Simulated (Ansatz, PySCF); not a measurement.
Lewis adduct: BH3 (SMILES B) (first 4 atoms) with H2S (SMILES S); geometry from B3LYP-D3(BJ)/def2-TZVP, rigid monomers moved along the line of their centres of mass till B1···S5 is 2.33 Å.
(charge 0, multiplicity 1):
```xyz
7

B     -0.44935    -0.32521     0.66950
H      0.40568    -0.88714     0.03847
H     -1.24784    -1.05693     1.19111
H     -0.87943     0.69036     0.20214
S      0.78769     0.31991     2.53929
H     -0.04087     1.16247     3.18424
H      1.55186     1.32593     2.07415
```

Interaction energies are E(AB) − E(A) − E(B) at the monomers' geometry in the complex; basis-set methods are counterpoise corrected.

Cores are frozen in the correlated methods. CBS(a, b) extrapolates the correlation energy as X⁻³ and adds the Hartree–Fock energy of set b.

Run with Ansatz (a first-principles code); PySCF for the dispersion terms. Values without a source in brackets are computed.

### Question
Predict the interaction energy from B3LYP-D3(BJ)/def2-TZVPPD.

### Answer
-82 kJ/mol
